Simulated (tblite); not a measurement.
C2H6ClGa, charge +1, doublet, at a GFN2-xTB geometry (such geometries of metal compounds can be far from the true shape) (a state made from the parent by changing its charge; the spin is typed, not shown lowest); IPEA1-xTB run with tblite 0.6.0.

Here is a job for tblite.
```
$ tblite run mol.xyz --method ipea1 --charge 1 --spin 1 --json tblite.json --no-restart

# file mol.xyz
10

Ga    -0.11318702     0.04469571    -0.08248336
C     -1.92172568    -0.98294550    -0.55503717
H     -1.85733445    -1.24248750    -1.61332384
H     -2.74321140    -0.29652337    -0.34397420
H     -1.91352618    -1.85857301     0.09676954
C     -0.37592146     1.89024885    -1.11933910
H     -0.66734654     1.64329702    -2.14141930
H      0.59865420     2.37779450    -1.05496299
H     -1.15677370     2.43270961    -0.58316277
Cl     1.47260108    -0.58150613     1.07313619
```

Question: Predict the main parts of the log of this tblite run.

Answer: 
```
xTB calculator
 | screened Coulomb repulsion
 | Coulomb electrostatics
 |  * isotropic Klopman-Ohno-Mataga-Nishimoto electrostatics
 |  * onsite third-order electrostatics
 | DFT-D3(BJ) dispersion correction

halogen bonding energy    0.0000000000000E+00 Eh
repulsion energy          1.7501784627584E-01 Eh
dispersion energy        -2.9308572218645E-03 Eh
number of electrons       2.3000000000000E+01 e
integral cutoff           4.0000000000000E+01 bohr

------------------------------------------------------------
  cycle        total energy    energy error   density error
------------------------------------------------------------
      1     -13.38798709278  -1.3560074E+01   4.7196166E-01
      2     -13.46739800162  -7.9410909E-02   2.0485443E-01
      3     -13.46093852206   6.4594796E-03   2.1030466E-01
      4     -13.54133524305  -8.0396721E-02   3.6683665E-02
      5     -13.54444535640  -3.1101134E-03   1.0504664E-02
      6     -13.54468880428  -2.4344787E-04   2.9687642E-03
      7     -13.54474093300  -5.2128721E-05   1.3320149E-03
      8     -13.54474502924  -4.0962396E-06   1.8282795E-04
      9     -13.54474511389  -8.4647006E-08   6.0698144E-06
------------------------------------------------------------

electronic energy        -1.3716832102940E+01 Eh
total energy             -1.3544745113886E+01 Eh

Post processing:
 | Mayer-Wiberg bond orders

[Info] JSON dump of results written to 'tblite.json'
```
